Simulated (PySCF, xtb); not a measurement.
Ga(F)2(SeH) (F₂GaHSe), SMILES [F][Ga]([F])[SeH].

GFN2-xTB in xtb at its own geometry gives an orbital gap of 2.88 eV and a dipole moment of 3.63 D.

Geometry optimised at ωB97X-D3(BJ)/def2-SVP. The structure was generated by enumeration; whether it is a known compound was not checked. Other conformers were not sampled.

Task: What does PySCF with PBE0/def2-TZVPD give? (Estimate from the structure and the level; the computed values follow.)

Result: gap 6.32 eV (levels -8.22 and -1.89 eV), dipole 2.57 D.
